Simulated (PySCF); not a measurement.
# `C[C@H]1CC[C@H](C)CC1`, C8H16

Cartesian coordinates in Å; atom numbers follow the order of the lines, from 1:
```xyz
24

C    -2.8955    0.3781   -0.0907
C    -1.4281    0.0928   -0.3966
C    -0.5696    1.3370   -0.1681
C     0.8995    1.0534   -0.4678
C     1.4272   -0.0915    0.3974
C     2.8948   -0.3765    0.0909
C     0.5682   -1.3354    0.1688
C    -0.9006   -1.0516    0.4691
H    -3.0167    0.6715    0.9500
H    -3.2687    1.1843   -0.7186
H    -3.5034   -0.5060   -0.2694
H    -1.3412   -0.2005   -1.4493
H    -0.6723    1.6563    0.8721
H    -0.9237    2.1524   -0.8034
H     1.4922    1.9541   -0.2906
H     1.0090    0.7849   -1.5215
H     1.3410    0.2013    1.4504
H     3.0158   -0.6717   -0.9494
H     3.5023    0.5085    0.2677
H     3.2685   -1.1815    0.7201
H     0.6701   -1.6542   -0.8716
H     0.9230   -2.1510    0.8034
H    -1.0100   -0.7829    1.5228
H    -1.4935   -1.9519    0.2918
```

Level of theory: PySCF, GIAO CAM-B3LYP/pcSseg-1 magnetisability, rotational g tensor and spin-rotation constants, non-relativistic, gas phase. Geometry: GFN2-xTB.

Problem. Give the nuclear spin-rotation constants along the inertial axes (H = +C I·J) beside the isotropic shieldings.

Solution. Rotational constants 4.1620, 1.3375, 1.0936 GHz. A star marks the isotopologue with that one atom substituted, in its own axes.
| atom | isotope | Caa (kHz) | Cbb (kHz) | Ccc (kHz) | mean (kHz) | σ (ppm) |
| --- | --- | --- | --- | --- | --- | --- |
| H9 | 1H | -0.455 | -0.161 | 0.026 | -0.197 | 31.1 |
| H10 | 1H | -0.336 | -0.026 | -0.107 | -0.156 | 30.7 |
| H11 | 1H | -0.335 | -0.026 | -0.107 | -0.156 | 30.7 |
| H12 | 1H | -0.471 | -0.150 | 0.032 | -0.197 | 30.7 |
| H13 | 1H | -0.486 | -0.155 | 0.035 | -0.202 | 30.9 |
| H14 | 1H | -0.340 | -0.011 | -0.105 | -0.152 | 30.1 |
| H15 | 1H | -0.340 | -0.011 | -0.105 | -0.152 | 30.1 |
| H16 | 1H | -0.486 | -0.155 | 0.035 | -0.202 | 30.9 |
| H17 | 1H | -0.471 | -0.150 | 0.032 | -0.196 | 30.7 |
| H18 | 1H | -0.454 | -0.161 | 0.026 | -0.197 | 31.1 |
| H19 | 1H | -0.336 | -0.025 | -0.107 | -0.156 | 30.7 |
| H20 | 1H | -0.335 | -0.026 | -0.107 | -0.156 | 30.7 |
| H21 | 1H | -0.486 | -0.155 | 0.035 | -0.202 | 30.9 |
| H22 | 1H | -0.339 | -0.011 | -0.105 | -0.152 | 30.1 |
| H23 | 1H | -0.486 | -0.155 | 0.035 | -0.202 | 30.9 |
| H24 | 1H | -0.339 | -0.011 | -0.105 | -0.152 | 30.1 |
| C1 | 13C* | 0.539 | 0.218 | 0.188 | 0.315 | 159.8 |
| C2 | 13C* | 0.795 | 0.245 | 0.163 | 0.401 | 147.8 |
| C3 | 13C* | 0.749 | 0.242 | 0.188 | 0.393 | 145.5 |

For the geometry as given, no vibrational averaging.

Problem. How do the rotational constants and the g tensor change when H9, H10, H11, H12, H13, H14, H15, H16, H17, H18, H19, H20, H21, H22, H23, H24 are replaced by deuterium?

Solution. Constants 3.0904, 1.0754, 0.8891 GHz; g 0.0046, -0.0021, -0.0027, against 0.0062, -0.0026, -0.0034 before.
